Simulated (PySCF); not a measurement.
H2WS, triplet: molecular constants

Computed with PySCF, UPBE0, basis W def2-TZVP with ECP60, S def2-TZVP, H def2-TZVP (scalar-relativistic core potentials, no spin–orbit coupling, density fitting).

The structure is a minimum.

```xyz
4
charge 0 multiplicity 3, angstrom
W     0.0000    0.0000   -0.3006
S     0.0000    0.0000    1.7968
H     1.5589    0.0000   -1.0665
H    -1.5589    0.0000   -1.0665
```

* Point group: C2v
* Bond lengths: W–H 1.737 Å (×2), W–S 2.097 Å
* Bond angles: H–W–H 127.7°, H–W–S 116.2° (×2)
* Dipole moment: 1.47 D
* Atomisation energy without zero-point energy: 1097 kJ/mol
* Principal polarisabilities: 52.6, 56.5, 80.6 bohr³
* Enthalpy at 298.15 K above 0 K: 12.62 kJ/mol
* Principal quadrupole moments (Buckingham, traceless) about the centre of mass: -5.22, 1.59, 3.63 D Å
* Highest occupied level (α): -7.15 eV
* Heat capacity Cp at 298.15 K: 54.0 J/(mol K)
* Lowest empty level (α): -3.40 eV
* Rotational symmetry number: 2
* Zero-point energy: 35.2 kJ/mol
* Entropy at 298.15 K and 1 bar (electronic part: spin only): 288.4 J/(mol K)
* Spin squared ⟨S²⟩: 2.055
* Rotational constants: 3.441, 0.138, 0.1327 cm⁻¹

Harmonic modes (masses in u: W 183.951, S 31.972, H 1.008):
```csv
symmetry,ω (cm⁻¹),IR (km/mol)
b1,261,57.0
b2,412,1.3
a1,553,27.6
a1,830,15.6
b2,1899,199
a1,1926,213
```

In C2v the vibrations span b1 + 2b2 + 3a1. Here b1 is antisymmetric to the molecular plane and b2 lies in it.

Charges (e):
```
atom  Mulliken  Löwdin  polar tensor  spin (Mulliken)  Mayer order to W1
  W1      0.49    0.10          0.89             2.44                  –
  S2     -0.28    0.15         -0.45            -0.29               2.36
H3,4     -0.11   -0.13         -0.22            -0.08               0.94
```

Mulliken populations on W1 (electrons outside its core potential): s 2.83, p 6.43, d 4.21, f 0.04.

Outer orbital energies (eV). α occupied: -19.07, -10.62, -9.82, -9.60, -8.89, -7.89, -7.37, -7.15; empty: -3.40, -2.59, -1.60, -0.42. β occupied: -19.34, -10.41, -9.54, -9.37, -8.80, -8.00; empty: -2.58, -2.45, -2.23, -2.14.

This need not be the most stable arrangement of these atoms. With open d or f shells other occupations or spin states may lie lower. No spin–orbit coupling is included, which matters more the heavier the element.

The final relaxation and frequency run took roughly 100 core-seconds on a shared host.
